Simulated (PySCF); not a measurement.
PySCF input (CCSD(T)/cc-pVDZ):

```python
from pyscf import gto, scf, mp, cc as ccmod

mol = gto.M(
    atom='''
    Cl    1.67396132    0.34604040   -0.06080254
    C     0.60093478   -0.99847587   -0.02298582
    C    -0.72031732   -0.91602633    0.02537229
    Cl   -1.61799549    0.55146701    0.05968378
    H     1.09109596   -1.96072980   -0.04188706
    H    -1.32621992   -1.80988304    0.04658721
    ''',
    basis='cc-pvdz',
    charge=0,
    spin=0,
    verbose=4,
)

mf = scf.RHF(mol)
mf.conv_tol = 1e-10
mf.max_cycle = 100
mf.kernel()
mp2 = mp.MP2(mf, frozen=12).run()
cc = ccmod.CCSD(mf, frozen=12)
cc.max_cycle = 100
cc.kernel()
et = cc.ccsd_t()
print(f'E(CCSD(T)) = {cc.e_tot + et:.9f}')
```

End of the output:

```
Extra cycle  E= -995.879093306689  delta_E= 1.59e-12  |g|= 9.36e-07  |ddm|= 4.78e-06
converged SCF energy = -995.879093306689

******** <class 'pyscf.mp.mp2.RMP2'> ********
nocc = 12, nmo = 62
frozen orbitals 12
E(RMP2) = -996.415250617924  E_corr = -0.536157311235062
E(SCS-RMP2) = -996.400218799121  E_corr = -0.521125492432425
E_corr(same-spin) = -0.141073016595749
E_corr(oppo-spin) = -0.395084294639312

******** <class 'pyscf.cc.ccsd.CCSD'> ********
CC2 = 0
CCSD nocc = 12, nmo = 62
frozen orbitals 12
max_cycle = 100
direct = 0
conv_tol = 1e-07
conv_tol_normt = 1e-05
diis_space = 6
diis_start_cycle = 0
diis_start_energy_diff = 1e+09
Init t2, MP2 energy = -996.415250611847  E_corr(MP2) -0.536157305158141
Init E_corr(CCSD) = -0.536157305158646
cycle = 1  E_corr(CCSD) = -0.557749831496198  dE = -0.0215925263  norm(t1,t2) = 0.0572126
cycle = 2  E_corr(CCSD) = -0.570435038918799  dE = -0.0126852074  norm(t1,t2) = 0.0203398
cycle = 3  E_corr(CCSD) = -0.572436368097505  dE = -0.00200132918  norm(t1,t2) = 0.00926269
cycle = 4  E_corr(CCSD) = -0.574336661493203  dE = -0.0019002934  norm(t1,t2) = 0.00404859
cycle = 5  E_corr(CCSD) = -0.574295681502367  dE = 4.09799908e-05  norm(t1,t2) = 0.000896051
cycle = 6  E_corr(CCSD) = -0.574208670009512  dE = 8.70114929e-05  norm(t1,t2) = 0.000213747
cycle = 7  E_corr(CCSD) = -0.574209509419863  dE = -8.39410351e-07  norm(t1,t2) = 5.56319e-05
cycle = 8  E_corr(CCSD) = -0.574213262933175  dE = -3.75351331e-06  norm(t1,t2) = 1.68106e-05
cycle = 9  E_corr(CCSD) = -0.574212254509981  dE = 1.00842319e-06  norm(t1,t2) = 7.28485e-06
cycle = 10  E_corr(CCSD) = -0.574212542940361  dE = -2.8843038e-07  norm(t1,t2) = 3.26028e-06
cycle = 11  E_corr(CCSD) = -0.574212507829493  dE = 3.51108683e-08  norm(t1,t2) = 9.87528e-07
CCSD converged
E(CCSD) = -996.4533058145181  E_corr = -0.574212507829493
CCSD(T) correction = -0.0181875908960287
E(CCSD(T)) = -996.471493405
```
